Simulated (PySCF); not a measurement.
# How methods differ on the ionisation energy of Cu

Cu [Ar] 3d10 4s1 (2S) → Cu⁺ [Ar] 3d10 (1S), as a difference of total energies. Computed with PySCF 2.14 in def2-TZVP, with no relativity, point nucleus. Correlated levels: valence: [Ar] frozen. The calculations carry no spin-orbit coupling.

```
           method  ionisation energy (eV)  difference from reference (eV)
              UHF                   6.442                          -1.284
            M06-L                   7.773                          +0.047
             PBE0                   7.771                          +0.045
    MP2 (valence)                   7.161                          -0.565
SCS-MP2 (valence)                   7.044                          -0.682
   CCSD (valence)                   7.055                          -0.671
CCSD(T) (valence)                   7.157                          -0.569
```

Reference: 7.726 eV (measured; NIST Atomic Spectra Database, ionization energies).

These non-relativistic numbers lack the scalar-relativistic shift.

Errors of the correlated levels include the incompleteness of this basis and the frozen core.
